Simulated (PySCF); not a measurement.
System (SMILES): O=S(F)F.
Geometry (B3LYP-D3(BJ)/def2-TZVP, fixed):
```xyz
4

O      1.3619    -0.1486    -0.3569
S      0.1670    -0.0077     0.4048
F     -0.6344     1.2320    -0.2285
F     -0.8731    -1.0862    -0.1739
```

Basis-set convergence of the lowest singlet excitation energy at CAM-B3LYP with PySCF. Tamm-Dancoff approximation; the state is taken by its order, and sets in which it differs in degeneracy or brightness are left out, yet its character can still change. All functions are spherical. Density fitting with generated auxiliary sets. No added dispersion term, no relativity. Reference: the value in aug-pcseg-2, 6.738 eV, itself unsure by roughly 0.002 eV (its distance from aug-cc-pV(T+d)Z). Deviations are taken from unrounded values. Cost is core time over that of def2-SVP, rough, on shared machines of one kind; a dash marks a row that isn't timed (too short, read off another run, short of memory, by another algorithm or on other hardware).

```csv
basis,functions,lowest singlet excitation energy (eV),minus reference (eV),cost
STO-3G,24,6.295,-0.444,-
def2-SVP,60,6.860,0.121,1×
pcseg-1,60,6.820,0.082,1×
6-311+G**,96,6.659,-0.080,3×
aug-pcseg-1,96,6.682,-0.056,3×
jun-cc-pV(T+d)Z,165,6.736,-0.002,10×
def2-TZVPPD,171,6.734,-0.005,20×
aug-pcseg-2,188,6.738,0.000,20×
pcseg-3,244,6.765,0.026,20×
```

The smallest set listed that lies within 0.2 eV of the reference with all its larger relatives (same family, alike in diffuse functions; a set with none counts only in the reference's own line) is def2-SVP (60 functions, 1× in cost, 0.121 eV off), level with pcseg-1. (Relatives not listed, tested too: 6-311++G(2d,2p) -0.031, pcseg-2 0.051, def2-TZVP 0.055, def2-TZVPP 0.051, 6-311++G(3df,3pd) 0.009, aug-cc-pV(T+d)Z -0.002, def2-QZVP 0.027, def2-QZVPP 0.027, def2-QZVPPD -0.005 eV.)
